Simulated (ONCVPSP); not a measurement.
Logarithmic derivatives: lead, ONCV

ONCVPSP 4.0.1 input, shortened (lines: element, Z, core and valence counts, functional; n l f; lmax; l rc ep ncon nbas qcut; lloc lpopt rc5 dvloc0; l nproj debl; icmod fcfact rcfact), LDA (Perdew-Zunger), scalar-relativistic:

```
  Pb 82.00   12    3        3      upf
    1    0    2.00
    2    0    2.00
    2    1    6.00
    3    0    2.00
    3    1    6.00
    3    2   10.00
    4    0    2.00
    4    1    6.00
    4    2   10.00
    4    3   14.00
    5    0    2.00
    5    1    6.00
    5    2   10.00
    6    0    2.00
    6    1    1.00
    2
    0    2.10    0.00    3    7    2.90
    1    2.40    0.00    5    9    3.90
    2    1.35    0.00    3    7    6.10
    2    5    1.35    0.00
    0    3    0.50
    1    2    0.70
    2    0    0.40
    0    0.00    0.00
```

In the s channel the program set the typed energies aside and used -0.720, 0.250, 0.750 Ha.

The phase is arctan(r·R′/R) of the radial function R(r), unwrapped; energies in Ha, scanned from -3 to 5 Ha. A pole is an energy at which the radial function vanishes at the test radius. The pseudo phase is shifted by a multiple of π to meet the all-electron one at the reference energy, and phase errors are pseudo minus all-electron; the curves can meet again beyond the range given. Levels narrower than the energy grid can be missing from the lists of poles.

```json
{"channel": "s", "radius (bohr)": "2.13", "reference energy (Ha)": "-0.72", "poles, all-electron": "0.96", "poles, pseudo": "0.96", "unbroken range about the reference energy with phases within 0.05 rad": "the whole range", "phase error 1 Ha above the reference energy (rad)": "+0.000"}
{"channel": "p", "radius (bohr)": "2.43", "reference energy (Ha)": "-0.37", "poles, all-electron": "1.16", "poles, pseudo": "1.20", "unbroken range about the reference energy with phases within 0.05 rad": "below 0.8", "phase error 1 Ha above the reference energy (rad)": "-0.001"}
{"channel": "d", "radius (bohr)": "1.37", "reference energy (Ha)": "-1.07", "poles, all-electron": "1.44", "poles, pseudo": "1.47", "unbroken range about the reference energy with phases within 0.05 rad": "the whole range", "phase error 1 Ha above the reference energy (rad)": "+0.001"}
```

Note: no bound ghost flagged; GHOST(+) flagged for p at 21.7 eV, s at 37.1 eV.

Phases in the p channel:

| E (Ha) | all-electron | pseudo |
| --- | --- | --- |
| -2.98 | 1.344 | 1.332 |
| -2.54 | 1.305 | 1.298 |
| -2.10 | 1.251 | 1.246 |
| -1.66 | 1.161 | 1.158 |
| -1.22 | 0.972 | 0.969 |
| -0.78 | 0.401 | 0.399 |
| -0.34 | -0.783 | -0.783 |
| 0.10 | -1.271 | -1.271 |
| 0.54 | -1.446 | -1.446 |
| 0.98 | -1.540 | -1.534 |
| 1.42 | -1.610 | -1.602 |
| 1.86 | -1.677 | -1.663 |
| 2.30 | -1.763 | -1.736 |
| 2.74 | -1.924 | -1.853 |
| 3.18 | -2.453 | -2.155 |
| 3.62 | -3.899 | -3.426 |
| 4.06 | -4.373 | -4.296 |
| 4.50 | -4.518 | -4.505 |
| 4.94 | -4.589 | -4.596 |
